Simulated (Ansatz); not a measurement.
The cluster Ag3⁺. Total charge 1; singlet. Geometry B3LYP-D4/def2-TZVP, basis def2-TZVP, Ansatz.

```xyz
3

Ag   -1.184    0.194    1.024
Ag   -0.307   -0.395   -1.495
Ag    1.491    0.201    0.472
```

| run | HOMO (eV) | LUMO (eV) |
| --- | --- | --- |
| A | -11.60 | -7.16 |
| B | -12.01 | -6.35 |
| C | -13.44 | -4.99 |
| D | -13.27 | -5.37 |
| E | -13.28 | -5.19 |
| F | -11.13 | -8.17 |

In the def2 sets Ag takes a core potential; there is no spin–orbit coupling. LC-ωPBE has ω = 0.4 bohr⁻¹. The structure comes from a short search, and lower isomers may exist.

The runs used BHLYP, LC-ωPBE, PBE, PBE0, ωB97M-V, ωB97X-V. Estimate which is which.

A PBE0 (25 % exact exchange); B BHLYP (50 % exact exchange); C LC-ωPBE (range-separated); D ωB97M-V (range-separated); E ωB97X-V (range-separated); F PBE (0 % exact exchange). Exact exchange lowers occupied and raises empty levels; among semilocal functionals meta-GGAs tend to open the gap a little, and such runs are hard to tell apart. The gap grows from 2.96 eV (PBE) to 8.45 eV (LC-ωPBE).
